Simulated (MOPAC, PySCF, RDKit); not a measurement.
Complex: NH3 (SMILES N) (first 4 atoms) with C2H3F (SMILES C=CF); geometry from B3LYP-D3(BJ)/def2-TZVP, rigid monomers moved along the line of their centres of mass till H2···F7 is 3.32 Å.
(charge 0, multiplicity 1):
```
atom    x (Å)    y (Å)   z (Å)
----  -------  -------  ------
N     -0.0276  -0.0953  0.6433
H      0.6550   0.2467  1.3112
H      0.4178  -0.8251  0.0988
H     -0.2428   0.6662  0.0100
C     -0.9667  -0.2895  4.8571
C      0.1350   0.2273  5.3588
F      1.1576   0.6439  4.5692
H     -1.1028  -0.4040  3.7886
H     -1.7474  -0.6038  5.5348
H      0.3627   0.3815  6.4050
```

Interaction energies are E(AB) − E(A) − E(B) at the monomers' geometry in the complex; basis-set methods are counterpoise corrected. Rows marked so take none.

Rows in 6-31G* carry no dispersion term and start afresh at each structure (6-31G* with six Cartesian d functions). The state that AM1 reach isn't checked.

Run with MOPAC for AM1 (differences of heats of formation); PySCF for 6-31G* rows; RDKit for the force fields. Values without a source in brackets are computed.

### Question
One of these levels gives -1.00 kcal/mol for the interaction energy. Name it.
A. MMFF94
B. AM1
C. BP86/6-31G* (no counterpoise)

### Answer
A, MMFF94. The others give -0.53 (AM1), -1.47 (BP86/6-31G* (no counterpoise))
